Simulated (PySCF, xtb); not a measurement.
C3HBrClF, SMILES FC(Br)=C=CCl.

GFN2-xTB run with xtb 6.7.1 at its own geometry gives an orbital gap of 3.83 eV and a dipole moment of 2.72 D.

Geometry optimised at PBE-D3(BJ)/def2-SVP. The structure was generated by enumeration, and PubChem lists no compound with its InChIKey, so it may never have been made.

Q: What does PBE/def2-TZVP run with PySCF give? (An estimate is asked for; the answer gives what the named calculation found.)

A: gap 3.96 eV (levels -6.57 and -2.61 eV), dipole 1.10 D.
